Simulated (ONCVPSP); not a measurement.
## Ranking ONCV potentials for boron

All share these settings but for the change named:

| Item | Value |
| --- | --- |
| Element | B |
| Generator | ONCVPSP 4.0.1 |
| Type | optimised norm-conserving Vanderbilt (ONCV) |
| Functional | LDA (Perdew-Zunger) |
| Relativity | scalar-relativistic |
| Frozen core | [He] |
| Valence charge | 3 |
| Reference configuration | 2s2 2p0.5 (charge +0.5) |
| Partial waves | 2s: rc 1.35 bohr, ncon 5, nbas 8, qcut 5.3 1/bohr, local; 2p: rc 2.50 bohr, ncon 4, nbas 9, qcut 6.1 1/bohr, 2 projectors, debl 3 Ha |
| Local potential | the s channel |
| Core correction | Teter function, fcfact 5.75, rcfact 1.35 |

Test errors are all-electron minus pseudo excitation energies from the reference, over 2s2 2p1; 2s2 2p0; 2s1 2p0; 2s1 2p1. None of these files shows a bound ghost.

The base gives 72.1 meV.

Of 4 variants that were run, those that failed, showed a ghost or another fault, or gave nearly equal values are left out.

A variant can come out equal or close to the base, since the largest error may sit in a test that the change hardly touches while other tests move.

Question: Rank these variants by their largest absolute test error, smallest first.
A. core correction Teter function, fcfact 5.6, rcfact 1.35
B. s: qcut 3.9; p: qcut 4.5
C. all radii but the core radius scaled by about 0.83 (s 1.12, p 2.06 bohr)

Answer: C (52.0 meV), A (72.9 meV), B (109.7 meV).
